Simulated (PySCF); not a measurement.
BaCl, SMILES [Cl][Ba+], charge +1.

Coordinates come from a B3LYP-D3(BJ)/def2-TZVPD optimisation. The multiplicity is an assumed one; other spin states were not compared. The def2 effective core potentials stand for the cores of Ba; spin–orbit coupling is left out.

Computed with PySCF with C-PCM-B3LYP/def2-TZVPD.

The values are the electrostatic part of the solvation free energy, E(continuum) − E(gas) at the gas-phase geometry, in a cavity of scaled van der Waals radii (PySCF's table); cavitation and dispersion terms are not included. A continuum can't describe solvent molecules that bind to the metal. In vacuum the orbital gap is 5.44 eV.

Computed values in water (ε = 78.36), n-hexane (ε = 1.88), dichloromethane (ε = 8.93):
```
solvent              ε  ΔG(elec) (kcal/mol)  gap (eV)
---------------  -----  -------------------  --------
water            78.36                -70.6      6.84
n-hexane          1.88                -32.5      6.02
dichloromethane   8.93                -63.1      6.67
```
